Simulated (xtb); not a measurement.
Sn(Cl)(Br)(OH)2 (BrClH2O2Sn), SMILES [OH][Sn]([OH])([Cl])[Br]. All values are semi-empirical tight-binding results from xtb (GFN2-xTB unless named), good for trends rather than for accurate numbers. Geometry optimised at GFN2-xTB. The structure was generated by enumeration; whether it is a known compound was not checked. The values are those of a single conformer.

For metal compounds this method's bond lengths and energies can be far off.

Computed properties:
orbital gap: 2.75 eV
zero-point energy: 16.0 kcal/mol
G − E(el) at 298.15 K (modified RRHO): -7.1 kcal/mol
